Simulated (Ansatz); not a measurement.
The lowest doublet and quartet of HSi (SMILES [SiH]); geometries from B3LYP-D3(BJ)/def2-TZVP, each state relaxed from the structure named, with no frequency check.
Doublet at the quartet's geometry (charge 0, multiplicity 2):
| atom | x (Å) | y (Å) | z (Å) |
|---|---|---|---|
| Si | 0.0000 | 0.0000 | -0.1004 |
| H | 0.0000 | 0.0000 | 1.4055 |

```tsv
level	gap E(doublet) − E(quartet), vertical, at the quartet's geometry (eV)	cost
U-HF/cc-pV(Q+d)Z	-0.977	-
U-PBE/def2-TZVPP	-1.597	×1
U-B3LYP/def2-TZVPP	-1.880	×1
U-PBE0/def2-TZVPP	-1.563	×1
U-MP2/cc-pV(D+d)Z	-1.376	-
U-MP2/cc-pV(Q+d)Z	-1.507	-
U-SCS-MP2/cc-pV(Q+d)Z	-1.805	-
U-CCSD/cc-pV(T+d)Z	-1.649	-
U-CCSD(T)/cc-pV(D+d)Z	-1.569	×0.8
U-CCSDT(Q)/cc-pV(Q+d)Z	-1.669	×100
SC-NEVPT2 on SA-CASSCF(5,5)/cc-pV(Q+d)Z	-1.668	-
FIC-NEVPT4(SD) on SA-CASSCF(5,5)/cc-pV(D+d)Z	-1.598	-
FIC-NEVPT4(SD) on SA-CASSCF(5,5)/cc-pV(T+d)Z	-1.709	-
FIC-MRCISD+Q on SA-CASSCF(5,5)/cc-pV(Q+d)Z	-1.726	-
```

The rows run from -1.880 (U-B3LYP/def2-TZVPP) to -0.977 eV (U-HF/cc-pV(Q+d)Z). From cc-pV(D+d)Z to cc-pV(Q+d)Z U-MP2 changes by -0.130. The 3 U-functionals in def2-TZVPP without D3 or D4 span 0.317, from U-B3LYP to U-PBE0.

A positive gap puts the quartet lower; no zero-point energy. U- takes an unrestricted doublet. The quartet is unrestricted in single-reference levels. Active spaces average the two states.

Frozen-core correlation.

The values were computed with Ansatz (Gaussian basis) for Hartree–Fock, density functionals and correlated methods. Values without a source in brackets are computed.

Costs are rough ratios of core time to U-PBE/def2-TZVPP (about 1.3 s over the structures, on one shared machine); a dash marks a level with no comparable run of its own.

Ansatz is a first-principles code.
